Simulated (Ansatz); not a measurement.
`[SiH3]O[SiH2]S` → H₂S + `[SiH]O[SiH3]` at 600 K and 1 bar (silylene formation by 1,1-elimination).

Calculated with Ansatz (gas phase, PBE0-D4/def2-TZVP geometries, no zero-point term in ΔE). CBS: MP2 limit from def2 TZ/QZ plus the TZ coupled-cluster correction, frozen cores. This one scheme is used for every species. One conformer a species, not always the lowest.

```tsv
species	CCSD(T)/CBS energy (Eh)	H − E (kJ/mol)	S (J/(mol·K))
`[SiH3]O[SiH2]S`	-1054.82682	213.8	461.5
H₂S	-398.97279	60.8	230.9
`[SiH]O[SiH3]`	-655.75389	140.8	371.8
```

H − E and S are ideal-gas, rigid-rotor, harmonic terms from PBE0-D4/def2-TZVP, for one conformer and one mirror image of each species. 1 Eh = 2625.50 kJ/mol, R = 8.31446 J/(mol·K).

**Question.** By hand: ΔE, ΔH, ΔS and ΔG.

**Answer.** ΔE = (-398.97279) + (-655.75389) − (-1054.82682) = 0.10014 Eh = 262.9 kJ/mol. Δ(H − E) = 60.8 + 140.8 − 213.8 = -12.2, so ΔH = 250.7 kJ/mol. ΔS = 230.9 + 371.8 − 461.5 = 141.2 J/(mol·K). ΔG = 250.7 − 600 × (141.2)/1000 = 166.0 kJ/mol.

**Question.** By hand: the equilibrium constant, and the temperature at which ΔG would vanish if ΔH and ΔS stayed fixed.

**Answer.** log₁₀ K = −ΔG/(RT ln 10) = -14.5. ΔG = 0 at ΔH/ΔS = 1775 K.

The number of gas molecules changes by +1, which sets the sign of ΔS. A doubt of 5 kJ/mol in ΔE shifts log₁₀ K by 0.4 here. Other conformers and mirror images would add mixing entropy, several J/(mol·K) or more a flexible species. Modes under 60 cm⁻¹, often nearly free rotors, make the harmonic entropy too high. These are equilibria of isolated gas molecules and say nothing of rates. Largest T1 diagnostic: 0.014 (customary marks: 0.02 for closed shells, 0.045 for open ones).
